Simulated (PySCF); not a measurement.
LiCa⁺ at RHF-CCSD

Level: RHF-CCSD. PySCF, no relativity, basis sets Li 6-31G(d,p), Ca 6-31G(d,p).

```
state                          : ¹Σ⁺ (singlet), closed shell
bond length                    : 3.307 Å
harmonic wavenumber            : 243 cm⁻¹
force constant                 : 0.207 mdyn/Å
rotational constant Be         : 0.2583 cm⁻¹
anharmonicity ωexe             : 1.50 cm⁻¹
vibration–rotation constant αe : 0.00241 cm⁻¹
well depth De to Li⁺ + Ca      : 116 kJ/mol
dissociation energy D0         : 115 kJ/mol
```

Correlated steps freeze 5 core orbitals. Correlated levels converge slowly with the basis: in double zeta they bind strong bonds too weakly, by up to about 1 eV, and carry superposition errors of some tenths. For an ion De counts to the pair picked by the measured ionisation energies or electron affinities, which need not be the lowest pair at this level.
